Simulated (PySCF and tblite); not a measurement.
The numbers below are computed, except where a source is named.
System: C5H8OS, numbered as in [CH2:1]=[CH:2][S:3][C@H:4]([CH3:5])[CH:6]=[O:7].

Geometries: GFN2-xTB; energies: PBE0/pcSseg-1 + D3(BJ); zero-point and thermal terms from GFN2-xTB harmonic modes (soft modes blended into free rotors). Rate constants are transition-state-theory values, counting equivalent paths, without tunnelling. (PySCF 2.14 with density fitting, tblite 0.8.)

(1) Estimate the barrier and the room-temperature rate of the rotation about the C2–S3 bond (torsion C1–C2–S3–C4 from -164° to 11°, rising).

Answers

(1) The electronic barrier is 3.8 kcal/mol and ΔG‡(298 K) 4.3 kcal/mol, over a C1 saddle with an imaginary mode of 65i cm⁻¹ (GFN2-xTB). With 1 equivalent path, k is 4.2×10⁹ s⁻¹, a mean lifetime of the start of 240 ps against this motion. The end lies 0.8 kcal/mol above the start in free energy.
